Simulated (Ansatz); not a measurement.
Mulliken charges of GaH$_{4}$SbSe (`[GaH2][SbH][SeH]`) from PBE/def2-TZVPP in Ansatz (PBE0-D4/def2-TZVP geometry).

```
atom   x (Å)   y (Å)   z (Å)  charge (e)
 Ga1  -1.136   0.772  -0.951       0.153
 Sb2  -0.364  -0.815   0.989       0.156
 Se3   2.038  -0.935   0.095      -0.252
  H4  -2.442   1.621  -0.732      -0.034
  H5  -0.331   0.839  -2.296      -0.024
  H6  -0.147   0.596   1.945      -0.067
  H7   2.382  -2.079   0.950       0.067
```

Problem. By hand: the dipole of these point charges (1 e Å = 4.8032 D).

Solution. Σ q r = (-0.484, -0.028, -0.002) e Å, of length 0.485 e Å = 2.33 D.

Problem. How does the dipole of the full density compare? (Estimate.)

Solution. Computed: (-0.233, -0.070, 0.077) e Å, 1.23 D; the point charges give 1.89 times that, at 22° from its direction.

Point charges leave out the atoms' own dipoles, such as those of lone pairs, and Mulliken's split depends on the basis, so the two needn't agree.
